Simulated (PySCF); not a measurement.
These are B3LYP-D3(BJ)/def2-TZVP (PySCF 2.14.0) values and carry that method's errors. Isolated molecules, 0 K electronic values unless said otherwise. One relaxed conformer stands for a flexible species; it need not be the lowest. B3LYP has the VWN-RPA correlation part, as in Gaussian. Excitations are Tamm–Dancoff values on a coarser integration grid. The basis has no diffuse functions, so Rydberg states are missing or too high.

Reference species (SMILES): `O=CCC=C` (C–C–C–C torsion -120°, C–C–C–O torsion 131°) (neutral, multiplicity 1).

```json
{
 "HOMO–LUMO gap": "5.92 eV",
 "LUMO": "-1.17 eV",
 "S1 excitation (TDA)": "4.25 eV"
}
```

Changed species: `CC(=C)C=O` (C–C–C–O torsion 180°).

Task: Give the shifts of the HOMO–LUMO gap, LUMO and S1 excitation (TDA).

Result: the HOMO–LUMO gap drops by 0.59 eV, to 5.33 eV; the LUMO falls by 0.78 eV, to -1.95 eV; the S1 excitation (TDA) falls by 0.52 eV, to 3.73 eV.
